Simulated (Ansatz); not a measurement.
`[SiH3][NH][SnH2][SiH3]` + `[OH][In]([Cl])[Cl]` → `[SiH3][O][In]([Cl])[Cl]` + `[SiH3][NH][SnH3]`  (cleavage of the Si–Sn bond)

Program: Ansatz. Geometries: PBE0-D4/def2-TZVP. ΔE: electronic, gas phase. CBS: MP2 limit from def2 TZ/QZ plus the TZ coupled-cluster correction, frozen cores. DFT in def2-TZVPP. B3LYP here is the variant with VWN-RPA as its local correlation; programs differ in this. Elements past krypton have def2 core potentials. For In, Sn outer-core shells are correlated without core-valence functions, which leaves a few kJ/mol of doubt a bond. One conformer a species, not always the lowest.

```csv
level,ΔE (kcal/mol),difference from CCSD(T)/CBS
r2SCAN-D4,-15.0,1.2
PBE0-D4,-12.5,3.7
B3LYP-D4,-15.6,0.6
ωB97X-V,-16.6,-0.4
ωB97M-V,-16.6,-0.4
B2PLYP,-17.5,-1.3
PBE,-10.7,5.5
PBE0,-13.1,3.1
HF/def2-TZVPP,-24.4,-8.2
SCS-MP2/def2-TZVPP,-19.3,-3.1
CCSD(T)/def2-TZVPP,-17.3,-1.1
HF/def2-QZVPP,-25.0,-8.8
SCS-MP2/def2-QZVPP,-18.9,-2.7
HF/CBS(def2),-25.1,-8.9
MP2/CBS(def2),-16.5,-0.3
CCSD/CBS(def2),-17.1,-0.9
CCSD(T)/CBS,-16.2,0
```

Largest T1 diagnostic among the species: 0.014.

The D4 term adds +0.9 kcal/mol with B3LYP and +0.5 kcal/mol with PBE0; it sums over pairs of atoms, weighted by their polarisabilities, and B3LYP, whose exchange is more repulsive, gets the larger term. In def2-TZVPP, CCSD(T) changes the Hartree–Fock value by +7.1 kcal/mol (the triples alone add +0.9 kcal/mol) and MP2 by +6.7 kcal/mol.
